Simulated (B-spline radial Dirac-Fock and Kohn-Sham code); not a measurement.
Model: Dirac-Fock densities. Program: a B-spline atomic structure program.

Q: This computed X-ray form factor belongs to an atom or ion in its tabulated ground configuration. Which?

```
sin θ/λ (Å⁻¹)      f₀
         0.03  57.946
         0.05  57.849
         0.08  57.615
         0.09  57.514
         0.14  56.835
         0.22  55.191
         0.34  51.645
         0.52  44.796
         2.94   9.594
```

A: Ir¹⁹⁺, with 58 electrons in [Kr] 4d10 4f12. f₀ tends to the number of electrons as s goes to zero, which the first rows give only roughly, and the rate of fall reflects the nuclear charge, 77.

Q: This computed X-ray form factor belongs to an atom or ion in its tabulated ground configuration. Which?

| sin θ/λ (Å⁻¹) | f₀ |
| --- | --- |
| 0.05 | 55.732 |
| 0.2 | 52.023 |
| 0.5 | 38.349 |
| 0.6 | 33.993 |
| 1.4 | 16.765 |
| 1.8 | 13.727 |
| 2 | 12.390 |
| 4 | 5.082 |
| 5 | 4.132 |

A: Ho¹¹⁺, with 56 electrons in [Kr] 4d10 4f8 5s2. f₀ tends to the number of electrons as s goes to zero, which the first rows give only roughly, and the rate of fall reflects the nuclear charge, 67.
